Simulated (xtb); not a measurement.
Cl$_{3}$NbO, charge -1, doublet, geometry from GFN2-xTB (such geometries of metal compounds can be far from the true shape) (the multiplicity is a formal guess).

Here is a job for xtb.
```
$ xtb mol.xyz --gfn 2 --chrg -1 --uhf 1 --etemp 1000 --json

# file mol.xyz
5

Nb     0.26374544    -0.31008028    -0.17162870
O      1.77939030    -0.64239807    -0.83029859
Cl     0.65892793     1.21837753     1.63717132
Cl    -0.76825073     1.60379965    -1.16911086
Cl    -1.36412926    -1.77203155     0.33659633
```

Problem. Predict the total energy (a free energy at this electronic temperature) from GFN2-xTB in xtb 6.7.1.

Solution. -20.0147 Eh

Problem. What is the computed partial charges in atom order (GFN2-xTB)?

Solution. Nb1 0.32, O2 -0.43, Cl3 -0.28, Cl4 -0.30, Cl5 -0.31
